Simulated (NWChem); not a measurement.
# C$_{2}$H$_{7}$HfN; SMILES [NH]=[Hf]([CH3])[CH3]

No frequency run checked for a minimum. def2 effective core potentials on Hf; no spin-orbit coupling.

Question: Give the equilibrium geometry at PBE0/def2-SVP with def2 effective core potentials on Hf (NWChem) as a Z-matrix, with the point group.

Answer: point group Cs; any orientation.
```
Hf
N 1 1.8138
H 2 1.0145 1 169.09
C 1 2.2331 2 105.65 3 -53.80
H 4 1.1043 1 113.50 2 -58.76
H 4 1.1045 5 106.43 1 -120.07
H 4 1.1078 5 108.14 6 -114.92
C 1 2.2332 2 105.63 3 55.25
H 8 1.1043 1 113.47 2 58.95
H 8 1.1045 9 106.42 1 120.08
H 8 1.1078 9 108.14 10 114.93
```
